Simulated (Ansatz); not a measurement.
```yaml
crystal:
  periodic: [false, false, false]
  atoms:
    - {symbol: N, position_ang: [-0.666588, 0.653637, -1.073016]}
    - {symbol: Si, position_ang: [-0.101325, -0.148845, 0.365127]}
    - {symbol: O, position_ang: [1.496118, -0.389935, 0.204503]}
    - {symbol: F, position_ang: [-0.909081, -1.519877, 0.401462]}
    - {symbol: H, position_ang: [-1.287492, 1.452870, -0.944799]}
    - {symbol: D, position_ang: [-0.297269, 0.522275, 1.662403]}
    - {symbol: H, position_ang: [1.826937, -0.638025, -0.661381]}
basis:
  gaussian: {orbitals: def2-mTZVPP}
magnetization: {spin_polarized: true, initial_magnetization: 1}
hamiltonian: {xc: {name: B97M-V}}
scf: {lower_state_search: light}
output: {forces: true}
```

```sh
$ ansatz run in.yaml --threads 2 --pin off --events-out ev --progress --plain --max-ram 32768MiB --backend cpu
```

Shortened log:

```
Error: YAML parse error: error: line 9 column 16: `D` is not an element symbol (H … Og, case-exact)
 7 |     - {symbol: F, position_ang: [-0.909081, -1.519877, 0.401462]}
 8 |     - {symbol: H, position_ang: [-1.287492, 1.452870, -0.944799]}
 9 |     - {symbol: D, position_ang: [-0.297269, 0.522275, 1.662403]}
10 |     - {symbol: H, position_ang: [1.826937, -0.638025, -0.661381]}
11 | basis:
```

Q: Something in this input is off. What?

A: An element symbol is wrong. The program refused the input.
